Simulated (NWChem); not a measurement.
A series in which one site is exchanged, each optimised at PBE0/def2-SVP with NWChem, gas phase unless a solvent is named. This build's default masses of Se (78.918 u) and Br (79.917 u) are each other's, which moves their modes by up to 0.6 %. For some, no frequency run checked for a minimum. def2 effective core potentials on I; no spin-orbit coupling.

A: [OH2]->[CuH] (CuH3O; site = H)
B: [OH2]->[Cu][Br] (CuH$_{2}$OBr; site = Br)
C: [I][Cu]<-[OH2] (CuH2OI; site = I)
D: [OH2]->[Cu][F] (CuH2OF; site = F)

```csv
quantity,A,B,C,D
"dipole (D), PBE0/def2-SVP",___,8.76,8.87,8.07
"vertical ionisation energy, ΔSCF, CAM-B3LYP/def2-SVP (eV)",___,8.63,8.22,9.19
"lowest singlet excitation, CAM-B3LYP/def2-SVPD, TDA (eV)",___,4.10,3.92,4.03
```

### Question
Complete the blanks.

### Answer

- dipole (D), PBE0/def2-SVP, A: 6.13
- vertical ionisation energy, ΔSCF, CAM-B3LYP/def2-SVP (eV), A: 9.92
- lowest singlet excitation, CAM-B3LYP/def2-SVPD, TDA (eV), A: 4.21
